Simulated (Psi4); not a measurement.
PbS, singlet, geometry from GFN2-xTB (such geometries of metal compounds can be far from the true shape) (core potentials on Pb); X3LYP/def2-SVP (Psi4).

The Psi4 input:
```
memory 2 GB

molecule {
0 1
Pb   -0.00000000   -0.00000000   -0.37651416
S     0.00000000    0.00000000    1.92963508
}

set {
  basis def2-svp
}

energy('x3lyp')
print_variables()
```

The log (banner, timings and long lists left out):

```
   => Loading Basis Set <=

    Name: DEF2-SVP
    Role: ORBITAL
    Keyword: BASIS

    !!!  WARNING: ECP capability is in beta. Please check occupations closely.  !!!

         ---------------------------------------------------------
                                   SCF
               by Justin Turney, Rob Parrish, Andy Simmonett
                          and Daniel G. A. Smith
                              RKS Reference
         ---------------------------------------------------------

  ==> Geometry <==

    Molecular point group: c2v
    Full point group: C_inf_v

    Geometry (in Angstrom), charge = 0, multiplicity = 1:

       Center              X                  Y                   Z               Mass
    ------------   -----------------  -----------------  -----------------  -----------------
         PB           0.000000000000     0.000000000000    -0.307283850112   207.976652500000
         S            0.000000000000     0.000000000000     1.998865389888    31.972071174400

  Running in c2v symmetry.

  Rotational constants: A = ************  B =      0.11438  C =      0.11438 [cm^-1]
  Rotational constants: A = ************  B =   3429.06305  C =   3429.06305 [MHz]
  Nuclear repulsion =   80.771172535147812

  Charge       = 0
  Multiplicity = 1
  Electrons    = 38
  Nalpha       = 19
  Nbeta        = 19

  ==> Algorithm <==

  SCF Algorithm Type is DF.
  DIIS enabled.
  MOM disabled.
  Fractional occupation disabled.
  Guess Type is SAD.
  Energy threshold   = 1.00e-06
  Density threshold  = 1.00e-06
  Integral threshold = 1.00e-12

  ==> Primary Basis <==

  Basis Set: DEF2-SVP
    Blend: DEF2-SVP
    Number of shells: 18
    Number of basis functions: 44
    Number of Cartesian functions: 47
    Spherical Harmonics?: true
    Max angular momentum: 2

  Core potential: DEF2-SVP
    Number of shells: 4
    Number of ECP primitives: 18
    Number of ECP core electrons: 60
    Max angular momentum: 3

  ==> DFT Potential <==

   => LibXC <=

    Version 7.1.2
    S. Lehtola, C. Steigemann, M. J. T. Oliveira, and M. A. L. Marques,  SoftwareX 7, 1–5 (2018) (10.1016/j.softx.2017.11.002)

   => Composite Functional: X3LYP <=

    X3LYP Hyb-GGA Exchange-Correlation Functional

    X. Xu and W. A. Goddard,  Proc. Natl. Acad. Sci. U. S. A. 101, 2673 (2004) (10.1073/pnas.0308730100)

    Deriv               =              1
    GGA                 =           TRUE
    Meta                =          FALSE

    Exchange Hybrid     =           TRUE
    MP2 Hybrid          =          FALSE

   => Exchange Functionals <=

    0.0730   Slater exchange
    0.5424         Becke 88
    0.1666   Perdew & Wang 91

   => Exact (HF) Exchange <=

    0.2180               HF

   => Correlation Functionals <=

    0.1290   Vosko, Wilk & Nusair (VWN5_RPA)
    0.8710   Lee, Yang & Parr

   => LibXC Density Thresholds  <==

    XC_HYB_GGA_XC_X3LYP:  1.00E-15

   => Molecular Quadrature <=

    Radial Scheme          =       TREUTLER
    Pruning Scheme         =           NONE
    Nuclear Scheme         =       TREUTLER

    Blocking Scheme        =         OCTREE
    BS radius alpha        =              1
    Pruning alpha          =              1
    Radial Points          =             75
    Spherical Points       =            302
    Total Points           =          41533
    Total Blocks           =            392
    Max Points             =            256
    Max Functions          =             44
    Weights Tolerance      =       1.00E-15

   => Loading Basis Set <=

    Name: (DEF2-SVP AUX)
    Role: JKFIT
    Keyword: DF_BASIS_SCF

  ==> Integral Setup <==

  SCF_SUBTYPE=INCORE selected. In-core MEM_DF algorithm will be used.
  Using in-core AOs.

  ==> MemDFJK: Density-Fitted J/K Matrices <==

    J tasked:                   Yes
    K tasked:                   Yes
    wK tasked:                   No
    Algorithm:                 Core
    Schwarz Cutoff:           1E-12
    Mask sparsity (%):       0.3099
    Fitting Condition:        1E-10

   => Auxiliary Basis Set <=

  Basis Set: (DEF2-SVP AUX)
    Blend: DEF2-UNIVERSAL-JKFIT
    Number of shells: 91
    Number of basis functions: 379
    Number of Cartesian functions: 516
    Spherical Harmonics?: true
    Max angular momentum: 6

  Minimum eigenvalue in the overlap matrix is 2.1614964193E-02.
  Reciprocal condition number of the overlap matrix is 6.4991273687E-03.
    Using symmetric orthogonalization.

  ==> Pre-Iterations <==

  SCF Guess: Superposition of Atomic Densities via on-the-fly atomic UHF (no occupation information).

   -------------------------
    Irrep   Nso     Nmo
   -------------------------
     A1        21      21
     A2         3       3
     B1        10      10
     B2        10      10
   -------------------------
    Total      44      44
   -------------------------

  ==> Iterations <==

                           Total Energy        Delta E     RMS |[F,P]|

   @DF-RKS iter SAD:  -589.42256584067263   -5.89423e+02   0.00000e+00
   @DF-RKS iter   1:  -590.77925206937709   -1.35669e+00   1.90655e-02 ADIIS/DIIS
   @DF-RKS iter   2:  -589.20056743674797    1.57868e+00   4.95336e-02 ADIIS/DIIS
   @DF-RKS iter   3:  -590.93363061221839   -1.73306e+00   6.58115e-03 ADIIS/DIIS
   @DF-RKS iter   4:  -590.94549691078703   -1.18663e-02   2.68298e-03 ADIIS/DIIS
   @DF-RKS iter   5:  -590.94868430206861   -3.18739e-03   6.46033e-04 ADIIS/DIIS
   @DF-RKS iter   6:  -590.94885286831118   -1.68566e-04   3.54361e-04 ADIIS/DIIS
   @DF-RKS iter   7:  -590.94892160980714   -6.87415e-05   2.55977e-05 DIIS
   @DF-RKS iter   8:  -590.94892184738922   -2.37582e-07   5.36312e-06 DIIS
   @DF-RKS iter   9:  -590.94892186286404   -1.54748e-08   9.11563e-08 DIIS
  Energy and wave function converged.

  ==> Post-Iterations <==

   Electrons on quadrature grid:
      Ntotal   =   37.9999971613 ; deviation = -2.839e-06

    Orbital Energies [Eh]
    ---------------------

    Doubly Occupied:

[...]
       4B1    -0.245509

    Virtual:

[...]
      21A1    55.604664

    Final Occupation by Irrep:
             A1    A2    B1    B2
    DOCC [    10,    1,    4,    4 ]
    NA   [    10,    1,    4,    4 ]
    NB   [    10,    1,    4,    4 ]

  @DF-RKS Final Energy:  -590.94892186286404

   => Energetics <=

    Nuclear Repulsion Energy =             80.7711725351478123
    One-Electron Energy =               -1047.5400746393520421
    Two-Electron Energy =                 408.8008848375486650
    DFT Exchange-Correlation Energy =     -32.9809045962083687
    Empirical Dispersion Energy =           0.0000000000000000
    VV10 Nonlocal Energy =                  0.0000000000000000
    Total Energy =                       -590.9489218628639264

Computation Completed

Properties will be evaluated at   0.000000,   0.000000,   0.000000 [a0]

Properties computed using the SCF density matrix

 Multipole Moments:

 ------------------------------------------------------------------------------------
     Multipole            Electronic (a.u.)      Nuclear  (a.u.)        Total (a.u.)
 ------------------------------------------------------------------------------------

 L = 1.  Multiply by 2.5417464519 to convert [e a0] to [Debye]
 Dipole X            :          0.0000000            0.0000000            0.0000000
 Dipole Y            :          0.0000000            0.0000000            0.0000000
 Dipole Z            :        -49.0743426           47.6619193           -1.4124233
 Magnitude           :                                                    1.4124233

 ------------------------------------------------------------------------------------

  Variable Map:
  ----------------------------------------------------------------------------
[...]
  Array Variable Map:
  ----------------------------------------------------------------------------
[...]
[...]
```
